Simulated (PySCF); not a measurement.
## Two-dimensional NMR puzzle

Compound of formula C₈H₁₀N₂. Correlations simulated from computed shifts and the bond graph:

HSQC (one-bond C–H):
| δH | δC |
| --- | --- |
| 7.24 | 142.2 |
| 4.93 | 42.1 |
| 2.51 | 11.2 |
| 2.21 | 11.3 |
| 1.76 | 80.3 |

HMBC (two and three bonds, from the bond graph):
| δH | δC |
| --- | --- |
| 7.24 | 139.0, 120.0, 11.3 |
| 4.93 | 139.0, 84.0, 80.3 |
| 2.51 | 139.0, 120.0 |
| 2.21 | 142.2, 139.0, 120.0 |
| 1.76 | 84.0, 42.1 |

Carbons without hydrogens: δ 139.0, 120.0, 84.0.

All values are calculated (PySCF): geometry: GFN2-xTB, NMR shieldings at PBE0/pcSseg-1/GIAO. No solvent, non-relativistic Hamiltonian, rapidly exchanging positions averaged, a single conformation.

Scale: ¹H (σref 31.72), ¹³C (σref 186.93) against TMS (reference shieldings calculated alike).

Exchangeable hydrogens are left out of these lists.

**Question.** Assemble the structure.

**Answer.** `C#CCn1ncc(C)c1C`.

Numbering as in the mapped SMILES `[CH:1]#[C:2][CH2:3][n:4]1[n:5][cH:6][c:7]([CH3:8])[c:9]1[CH3:10]`; H(Xn) means a hydrogen on atom n.

1. δC 142.2 is C6, an aromatic CH next to a ring nitrogen (δH 7.24).
2. δC 139.0 is C9, a substituted aromatic carbon next to a ring nitrogen.
3. δC 120.0 is C7, a substituted aromatic carbon.
4. δC 84.0 is C2, an alkyne carbon.
5. δC 80.3 is C1, a terminal alkyne carbon (δH 1.76).
6. δC 42.1 is C3, a propargylic sp3 CH2 bonded to N (δH 4.93).
7. δC 11.3 is C8, a methyl carbon on an aromatic ring (δH 2.21).
8. δC 11.2 is C10, a methyl carbon on an aromatic ring (δH 2.51).
9. HMBC from δH 7.24 reaches the proton-free carbons C9, C7.
10. HMBC from δH 4.93 reaches the proton-free carbons C9, C2.
11. HMBC from δH 2.51 reaches the proton-free carbons C9, C7.
12. HMBC from δH 2.21 reaches the proton-free carbons C9, C7.

The data come from this structure; uniqueness wasn't tested.

Shifts are as computed. Against solution values, carbons near 30 ppm lie about +3 ppm off and those near 130 ppm about +5 ppm. Of 1211 compounds with measured shifts, 218 miss one by over three times the rms of a fit or turn the order of signals round; such compounds aren't used in these exercises.
